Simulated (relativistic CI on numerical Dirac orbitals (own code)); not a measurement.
## Hyperfine structure of Lu13+, mass number 176

Method of calculation: Dirac-Coulomb-Breit CI, KLI orbitals optimised for each configuration, model QED (radiative potential, 1s self-energy scaled to tabulated hydrogen-like ionisation energies), unscaled Slater integrals (own radial code, finite nucleus).

CI space (outside the closed core [Ar] 3d10 4p6 4d10): 4s²4f¹⁰5s², 4s²4f¹², 4s²4f¹¹5s, 4s²4f⁹5s²5p, 4s²4f¹⁰5s5p, 4s²4f¹¹6s, 4s²4f¹⁰6s², 4s4f¹¹5s², 4s4f¹²5s, 4f¹²5s². Levels of other configurations are missing.

Nuclear spin I = 7, μ = 3.16 μN, Q = 4.92 b (tables of Stone and Pyykkö). The electronic factors are computed for point nuclear moments, without core polarisation or the Bohr-Weisskopf and QED corrections.

```csv
Level,E (cm⁻¹),A (MHz),B (MHz)
4s²4f¹⁰5s² ⁵I8,0.0,560.8,4970
4s²4f¹⁰5s² ⁵I7,9653.9,613.5,4700
4s²4f¹⁰5s² ⁵I6,16111.8,671.3,4560
4s²4f¹⁰5s² ⁵I5,20682.2,770.6,4080
4s²4f¹⁰5s² ⁵I4,24503.8,981.3,4620
4s²4f¹⁰5s² ⁵F5,28561.7,492.5,-2430
4s²4f¹⁰5s² ³K8,33904.6,637.7,-1790
4s²4f¹⁰5s² ⁵F4,34783.8,509.5,-3350
```

Levels with J = 0, under 50 % of one LS term, or S terms without an open s electron are left out. Small factors come from cancelling terms and can be off by tens of per cent or more.

At this charge transitions that keep the count of f electrons are usually good to a few per cent. Terms inside the open d or f shell come out 10 to 20 % too wide with unscaled integrals. Levels and lines within the n = 5 or 6 shells can be off by up to 10 % or somewhat more, and those that change n by about 2 %, since core polarisation is missing. Levels that differ in their count of f electrons can be misplaced by several ten thousand cm⁻¹, since the correlation energy of f electrons is missing or only estimated; rates across such gaps can be off by orders of magnitude.

Task: Give the hyperfine levels of 4s²4f¹⁰5s² ⁵I8 relative to its centre of gravity.

Result: With K = F(F + 1) − I(I + 1) − J(J + 1), E = AK/2 + B[¾K(K + 1) − I(I + 1)J(J + 1)]/[2I(2I − 1)J(2J − 1)]: F = 1: -33560, F = 2: -32610, F = 3: -31170, F = 4: -29230, F = 5: -26780, F = 6: -23780, F = 7: -20230, F = 8: -16090, F = 9: -11330, F = 10: -5912, F = 11: 207.7, F = 12: 7073, F = 13: 14730, F = 14: 23240, F = 15: 32650 MHz.

LS names give the leading component of a level, which can be under half, so a name can repeat, a term be missing and a line seem to break the LS rules.
